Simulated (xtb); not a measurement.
dimethyl diselenide (C$_{2}$H$_{6}$Se$_{2}$), singlet, from a rough starting geometry; GFN2-xTB in xtb.

Here is a job for xtb.
```
$ xtb mol.xyz --gfn 2 --opt vtight --json

# file mol.xyz
10

C      1.99325231    -0.34413151    -0.26579200
Se     1.01391534     1.30281420     0.18445750
Se    -0.93203815     0.97253117    -1.03137744
C     -2.01832342     0.09413147     0.32282396
H      3.04050535    -0.14187096     0.01609814
H      1.96956825    -0.56496422    -1.30647971
H      1.63819569    -1.14945932     0.33014586
H     -2.89187717    -0.30223645    -0.18414875
H     -2.36463178     0.83605193     1.09209616
H     -1.38559843    -0.69911439     0.88094004
```

Output, abridged:

```
   ID    Z sym.   atoms
    1    6 C      1, 4
    2   34 Se     2, 3
    3    1 H      5-10

           -------------------------------------------------
          |                Calculation Setup                |
           -------------------------------------------------

           -------------------------------------------------
          |                 G F N 2 - x T B                 |
           -------------------------------------------------

          ...................................................
          :                      SETUP                      :
          :.................................................:
          :  # basis functions                  34          :
          :  # atomic orbitals                  32          :
          :  # shells                           16          :
          :  # electrons                        26          :
          :  max. iterations                   250          :
          :  Hamiltonian                  GFN2-xTB          :
          :  restarted?                      false          :
          :  GBSA solvation                  false          :
          :  PC potential                    false          :
          :  electronic temp.          300.0000000     K    :
          :  accuracy                    1.0000000          :
          :  -> integral cutoff          0.2500000E+02      :
          :  -> integral neglect         0.1000000E-07      :
          :  -> SCF convergence          0.1000000E-05 Eh   :
          :  -> wf. convergence          0.1000000E-03 e    :
          :  Broyden damping             0.4000000          :
          :  net charge                          0          :
          :  unpaired electrons                  0          :
          ...................................................

 iter      E             dE          RMSdq      gap      omega  full diag
   1    -13.7702618 -0.137703E+02  0.604E+00    3.51       0.0  T
   2    -13.8055055 -0.352438E-01  0.346E+00    3.49       1.0  T
   3    -13.8085655 -0.305997E-02  0.138E+00    3.44       1.0  T
   4    -13.8090217 -0.456242E-03  0.372E-01    3.41       1.0  T
   5    -13.8090249 -0.316755E-05  0.127E-01    3.40       1.0  T
   6    -13.8090370 -0.120778E-04  0.538E-02    3.40       1.0  T
   7    -13.8090371 -0.130274E-06  0.195E-02    3.40       1.6  T
   8    -13.8090376 -0.458300E-06  0.613E-03    3.40       5.2  T
   9    -13.8090376 -0.351872E-07  0.327E-03    3.40       9.7  T
[...]
 * total energy  :   -13.7060187 Eh     change       -0.8157342E-06 Eh
 * total energy  :   -13.7060205 Eh     change       -0.1719507E-05 Eh
 * total energy  :   -13.7060223 Eh     change       -0.1880133E-05 Eh
 * total energy  :   -13.7060239 Eh     change       -0.1543310E-05 Eh
 * total energy  :   -13.7060247 Eh     change       -0.8117737E-06 Eh
 * total energy  :   -13.7060251 Eh     change       -0.3912945E-06 Eh
 * total energy  :   -13.7060256 Eh     change       -0.4870509E-06 Eh
 * total energy  :   -13.7060262 Eh     change       -0.6324326E-06 Eh
 * total energy  :   -13.7060269 Eh     change       -0.7089091E-06 Eh
 * total energy  :   -13.7060274 Eh     change       -0.4394913E-06 Eh
 * total energy  :   -13.7060275 Eh     change       -0.1082265E-06 Eh
 * total energy  :   -13.7060275 Eh     change       -0.2336044E-07 Eh
   *** GEOMETRY OPTIMIZATION CONVERGED AFTER 28 ITERATIONS ***
         :: total energy             -13.706027492236 Eh    ::
[...]
     4   6 C        3.740    -0.074    21.990     6.691
     5   1 H        0.925     0.064     2.148     2.292
     6   1 H        0.925     0.065     2.141     2.288
     7   1 H        0.925     0.059     2.214     2.327
     8   1 H        0.925     0.064     2.148     2.292
     9   1 H        0.925     0.065     2.141     2.288
    10   1 H        0.925     0.059     2.214     2.327

 Mol. C6AA /au·bohr⁶  :       2404.084267
 Mol. C8AA /au·bohr⁸  :     116602.674298
 Mol. α(0) /au        :         81.137322

Wiberg/Mayer (AO) data.
largest (>0.10) Wiberg bond orders for each atom

 ---------------------------------------------------------------------------
     #   Z sym  total        # sym  WBO       # sym  WBO       # sym  WBO
 ---------------------------------------------------------------------------
     1   6 C    3.985 --     2 Se   1.029     7 H    0.973     6 H    0.972
                             5 H    0.969
     2  34 Se   2.443 --     3 Se   1.300     1 C    1.029
     3  34 Se   2.443 --     2 Se   1.300     4 C    1.029
     4   6 C    3.985 --     3 Se   1.029    10 H    0.973     9 H    0.972
                             8 H    0.969
     5   1 H    0.996 --     1 C    0.969
     6   1 H    0.996 --     1 C    0.972
     7   1 H    0.997 --     1 C    0.973
     8   1 H    0.996 --     4 C    0.969
     9   1 H    0.996 --     4 C    0.972
    10   1 H    0.997 --     4 C    0.973
 ---------------------------------------------------------------------------

Topologies differ in total number of bonds
Writing topology from bond orders to xtbtopo.mol

molecular dipole:
                 x           y           z       tot (Debye)
 q only:       -0.024      -0.672       0.320
   full:       -0.035      -0.969       0.462       2.728
molecular quadrupole (traceless):
                xx          xy          yy          xz          yz          zz
 q only:        4.265      -1.200      -2.698      -1.932       0.802      -1.567
  q+dip:        5.091      -1.817      -3.373      -3.082       1.187      -1.718
   full:        5.945      -1.754      -3.770      -2.859       1.138      -2.175

optimized geometry written to: xtbopt.xyz

           -------------------------------------------------
          | TOTAL ENERGY              -13.706027492236 Eh   |
          | GRADIENT NORM               0.000063219366 Eh/α |
          | HOMO-LUMO GAP               3.624285201945 eV   |
           -------------------------------------------------
```
